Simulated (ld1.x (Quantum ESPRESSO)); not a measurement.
Which change was made? (Pb, ultrasoft)

| Item | Value |
| --- | --- |
| Element | lead |
| Generator | ld1.x (Quantum ESPRESSO) 7.5 |
| Type | ultrasoft |
| Functional | PW91 |
| Relativity | scalar-relativistic |
| Frozen core | [Xe] 4f14 |
| Valence charge | 14 |
| Reference configuration | 5d10 6s1 6p3 |
| Partial waves | 6s (bound): rcut 1.55, rcutus 2.15 bohr; 6s channel at 3.45 Ry: rcut 1.55, rcutus 2.15 bohr; 6p (bound): rcut 2.15, rcutus 2.50 bohr; 6p channel at 0.75 Ry: rcut 2.15, rcutus 2.50 bohr; 5d (bound): rcut 1.30, rcutus 1.70 bohr; 5d channel at -1.3 Ry: rcut 1.30, rcutus 1.70 bohr |
| Local potential | all-electron potential smoothed inside 2.05 bohr (lloc = -1) |
| Core correction | Bessel-smoothed model core inside 1.55 bohr |
| Augmentation charge | built from norm-conserving waves at rcut, not smoothed further |

Cutoffs, loose and tight: the cutoffs (Ry, on a coarse ladder) from which the occupation-weighted sum of valence levels, in a spherical-Bessel basis at the reference potential, stays within 10 and 1 mRy of its value at 400 Ry. They do not see the model core or the augmentation charge, which bear on the density cutoff. Test errors are all-electron minus pseudo excitation energies from the reference, over the configurations 5d10 6s2 6p2; 5d10 6s2 6p1; 5d10 6s2 6p0; 5d10 6s1 6p2; 5d9 6s2 6p2; 5d10 6s2 6p1.5; 5d10 6s0 6p4; variants that change the core or the reference have their own tests.

The base gives: outcome: generated; cutoff, loose: 45 Ry; cutoff, tight: 70 Ry; bound ghosts: none; largest test error (meV): -57.

Task: After one change the result is: outcome: generated; cutoff, loose: 40 Ry; cutoff, tight: 70 Ry; bound ghosts: s; largest test error (meV): -79. Which change was it?
A. waves 6s (bound): rcut 1.55, rcutus 3.20 bohr; 6s channel at 3.45 Ry: rcut 1.55, rcutus 3.20 bohr
B. waves 6s (bound): rcut 1.30, rcutus 1.38 bohr; 6s channel at 3.45 Ry: rcut 1.30, rcutus 1.38 bohr
C. waves 6s (bound): rcut 1.55, rcutus 1.72 bohr; 6s channel at 3.45 Ry: rcut 1.55, rcutus 1.72 bohr

Result: A. The others give: waves 6s (bound): rcut 1.30, rcutus 1.38 bohr; 6s channel at 3.45 Ry: rcut 1.30, rcutus 1.38 bohr → outcome: failed: run_pseudo: Errors in PS-KS equation | waves 6s (bound): rcut 1.55, rcutus 1.72 bohr; 6s channel at 3.45 Ry: rcut 1.55, rcutus 1.72 bohr → outcome: failed: chargeps: negative rho.
